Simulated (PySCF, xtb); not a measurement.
C8H12, SMILES C1C=CCCC=CC1. One conformer was computed; it need not be the lowest.

Harmonic wavenumbers (cm⁻¹) from GFN2-xTB (xtb) at its own minimum, in rising order: 149, 171, 191, 229, 327, 400, 447, 507, 598, 622, 747, 792, 799, 869, 915, 917, 935, 961, 1016, 1027, 1037, 1065, 1067, 1126, 1165, 1190, 1194, 1224, 1269, 1271, 1309, 1316, 1317, 1326, 1366, 1368, 1473, 1478, 1488, 1489, 1723, 1727, 2954, 2957, 2960, 2961, 2983, 2984, 2994, 2995, 3044, 3044, 3061, 3062.

**Question.** What does PySCF 2.14.0 with PBE0-D3(BJ)/def2-SVP give at its own minimum? (An estimate is asked for; the answer gives what the named calculation found.)

**Answer.** 89, 175, 193, 203, 308, 404, 463, 519, 634, 655, 710, 753, 757, 832, 910, 932, 991, 1000, 1001, 1033, 1047, 1054, 1056, 1121, 1172, 1206, 1215, 1260, 1270, 1275, 1331, 1334, 1338, 1350, 1408, 1418, 1458, 1459, 1459, 1467, 1756, 1761, 3053, 3054, 3054, 3058, 3114, 3115, 3122, 3124, 3162, 3162, 3184, 3185. Paired by order, the mean absolute difference is 43 cm⁻¹ and the zero-point energies are 110.9 and 113.2 kcal/mol.
